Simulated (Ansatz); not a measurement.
Species: sum formula InHCl2 (charge 0, singlet). 
Coordinates optimised at B3LYP-D3(BJ)/def2-TZVP (Ansatz, a program for electronic structure):
SMILES: [Cl][InH][Cl]
```xyz
4

Cl    -0.4276     2.0477    -0.0030
In    -0.4206    -0.2862    -0.0123
Cl     1.7472    -1.1496     0.0416
H     -1.8249    -1.2420    -0.0534
```

Wanted: vertical ionisation energy (to the doublet state of charge +1; each state is the SCF solution reached for its spin), in eV. Correlated levels leave the core frozen unless marked. UHF or UKS for open shells. No spin-orbit coupling. Frozen are the shells of the preceding noble gas and the d and f shells that filled before the atom's block. Past Kr the def2 sets carry scalar-relativistic core potentials. CBS(X,Y): correlation extrapolated as X^-3; Hartree-Fock from the larger set. [CCSD(T)-MP2]/basis is that difference in the basis named.

```tsv
level	program	vertical ionisation energy (eV)	minus last row
HF/def2-TZVPPD	Ansatz	10.40	-1.16
CAM-B3LYP/def2-TZVPD	Ansatz	11.30	-0.26
wB97M-V/def2-TZVPD	Ansatz	11.40	-0.16
wB97X-V/def2-TZVPD	Ansatz	11.44	-0.12
MP2/def2-SVPD	Ansatz	11.53	-0.03
RI-MP2/def2-QZVPPD	Ansatz	11.65	0.09
RI-MP2/CBS(def2-TZVPPD,def2-QZVPPD)	Ansatz	11.73	0.17
SCS-MP2/def2-TZVPPD	Ansatz	11.46	-0.10
CCSD/def2-SVPD	Ansatz	11.31	-0.25
CCSD/def2-QZVPPD	Ansatz	11.42	-0.14
CCSD/CBS(def2-TZVPPD,def2-QZVPPD)	Ansatz	11.50	-0.06
CCSD(T)/def2-TZVPPD	Ansatz	11.35	-0.21
RI-MP2/CBS(def2-TZVPPD,def2-QZVPPD)+[CCSD(T)-MP2]/def2-SVPD	Ansatz	11.52	-0.04
RI-MP2/CBS(def2-TZVPPD,def2-QZVPPD)+[CCSD(T)-MP2]/def2-QZVPPD	Ansatz	11.55	-0.01
CCSD(T)/CBS(def2-TZVPPD,def2-QZVPPD)	Ansatz	11.56	0.00
```
